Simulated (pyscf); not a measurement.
# Hydrogen shift: H₂C=C=OH⁺ (SMILES C=C=[OH+]) → HC≡C–OH₂⁺ (SMILES C#C[OH2+])

Gas phase, singlet surface, charge 1. Bonds broken: C1–H4. Bonds formed: O3–H4. Optimised with ωB97X-D3(BJ)/def2-SVP in PySCF. Correlated levels are frozen-core, on RHF or UHF. ΔMP2 is the change of the MP2 total energy from the triple- to the quadruple-zeta basis.

Transition state (Å):

```xyz
6

C      0.4074    -0.0414    -0.9364
C      0.9819    -0.1468     0.1246
O      1.2477    -0.1708     1.4683
H      0.0367    -0.2219     0.9892
H      1.6322    -1.0351     1.7500
H     -0.1169     0.0439    -1.8841
```

One imaginary mode, 1783i cm⁻¹; descent along it reached the two sides named.

| bond | change | reactant side (Å) | saddle | product side |
|---|---|---|---|---|
| C1–H4 | breaks | 1.101 | 1.969 | 3.1 |
| O3–H4 | forms | 3.2 | 1.303 | 0.987 |

Electronic energies relative to the reactant's lowest minimum found (kcal/mol):

| level | barrier | reaction energy | reverse barrier |
|---|---|---|---|
| ωB97X-D3(BJ)/def2-TZVP | 87.3 | +45.0 | 42.3 |
| PBE/def2-TZVP | 80.8 | +47.2 | 33.5 |
| r²SCAN/def2-TZVP | 84.7 | +48.4 | 36.2 |
| B3LYP-D3(BJ)/def2-TZVP | 86.0 | +45.5 | 40.5 |
| PBE0-D3(BJ)/def2-TZVP | 84.9 | +45.8 | 39.2 |
| M06-2X/def2-TZVP | 82.8 | +40.1 | 42.7 |
| ωB97M-D3(BJ)/def2-TZVP | 85.5 | +43.7 | 41.8 |
| HF/def2-TZVP | 101.2 | +46.0 | 55.2 |
| MP2/def2-QZVPP | 78.3 | +36.2 | 42.1 |
| CCSD/def2-TZVPP | 86.4 | +40.3 | 46.2 |
| CCSD(T)/def2-TZVPP | 83.5 | +40.3 | 43.2 |
| CCSD(T)/def2-TZVPP + ΔMP2(QZVPP) | 82.8 | +39.8 | 43.1 |

With CCSD(T)/def2-TZVPP + ΔMP2(QZVPP) energies and thermal terms (ideal gas, 1 atm, RRHO with modes under 100 cm⁻¹ raised to 100, one conformer, R ln 2 for rigid chiral ones), in kcal/mol:

```csv
T (K),ΔH‡,ΔG‡,ΔH,ΔG
298,79.6,78.8,+40.6,+40.3
600,79.6,77.9,+40.8,+40.0
900,79.4,77.1,+40.8,+39.6
1200,79.1,76.4,+40.7,+39.2
```

The same reactants have a lower exit, to H₃C–C⁺=O (barrier +64.0 kcal/mol at ωB97M-D3(BJ), against +85.5 kcal/mol here). H₂C=C=OH⁺ lies 40.7 kcal/mol over its isomer H₃C–C⁺=O, and others may lie lower still (electronic energy, ωB97M-D3(BJ)). HC≡C–OH₂⁺ lies 84.3 kcal/mol over its isomer H₃C–C⁺=O, and others may lie lower still (electronic energy, ωB97M-D3(BJ)). This is the saddle that the search found; another between the same sides may lie lower. The CCSD(T) − MP2 part came from Ansatz, without density fitting, on the same reference.
